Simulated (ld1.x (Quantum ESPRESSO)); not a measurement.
u(r) = r·R(r): atom against pseudo-atom (Co)

Columns: radius, all-electron u(r) and pseudo u(r) of the 4s shell (level -20.93 eV) of cobalt in the configuration [Ar] 3d7 4s0 4p0; PBE, scalar-relativistic, RRKJ scheme, ld1.x (Quantum ESPRESSO) 7.5.

```json
{"r (bohr)": "0.140", "all-electron": "-0.1850", "pseudo": "-0.0220"}
{"r (bohr)": "0.280", "all-electron": "-0.0549", "pseudo": "-0.0457"}
{"r (bohr)": "0.420", "all-electron": "0.2272", "pseudo": "-0.0733"}
{"r (bohr)": "0.560", "all-electron": "0.3390", "pseudo": "-0.1069"}
{"r (bohr)": "0.700", "all-electron": "0.2852", "pseudo": "-0.1487"}
{"r (bohr)": "0.840", "all-electron": "0.1404", "pseudo": "-0.2009"}
{"r (bohr)": "0.980", "all-electron": "-0.0355", "pseudo": "-0.2649"}
{"r (bohr)": "1.120", "all-electron": "-0.2078", "pseudo": "-0.3400"}
{"r (bohr)": "1.260", "all-electron": "-0.3594", "pseudo": "-0.4230"}
{"r (bohr)": "1.400", "all-electron": "-0.4834", "pseudo": "-0.5075"}
{"r (bohr)": "1.540", "all-electron": "-0.5789", "pseudo": "-0.5851"}
{"r (bohr)": "1.680", "all-electron": "-0.6474", "pseudo": "-0.6481"}
{"r (bohr)": "1.820", "all-electron": "-0.6920", "pseudo": "-0.6919"}
{"r (bohr)": "1.960", "all-electron": "-0.7161", "pseudo": "-0.7160"}
{"r (bohr)": "2.100", "all-electron": "-0.7232", "pseudo": "-0.7232"}
{"r (bohr)": "2.240", "all-electron": "-0.7166", "pseudo": "-0.7166"}
{"r (bohr)": "2.380", "all-electron": "-0.6993", "pseudo": "-0.6993"}
{"r (bohr)": "2.520", "all-electron": "-0.6737", "pseudo": "-0.6737"}
{"r (bohr)": "2.660", "all-electron": "-0.6422", "pseudo": "-0.6422"}
{"r (bohr)": "2.800", "all-electron": "-0.6066", "pseudo": "-0.6066"}
{"r (bohr)": "2.940", "all-electron": "-0.5683", "pseudo": "-0.5683"}
{"r (bohr)": "3.080", "all-electron": "-0.5287", "pseudo": "-0.5287"}
{"r (bohr)": "3.220", "all-electron": "-0.4888", "pseudo": "-0.4888"}
{"r (bohr)": "3.360", "all-electron": "-0.4493", "pseudo": "-0.4493"}
{"r (bohr)": "3.500", "all-electron": "-0.4108", "pseudo": "-0.4108"}
{"r (bohr)": "3.640", "all-electron": "-0.3740", "pseudo": "-0.3740"}
```

Task: How many radial nodes do the two functions have?

Result: The all-electron 4s function has n − l − 1 = 3 (the table is too coarse to show those close to the nucleus); the pseudo-wave has 0, since the states of the same l below it are removed with the core.

Task: At about which radius was the pseudo-wave matched?

Result: 2.10 bohr. The columns agree to 0.0005 from 1.82 bohr on; several derivatives are matched, so the curves merge somewhat inside the radius.

Task: Is the pseudo-wave norm-conserving?

Result: Yes: the RRKJ scheme keeps the norm inside the radius equal to the all-electron one, which fixes the energy derivative of the logarithmic derivative at the level.
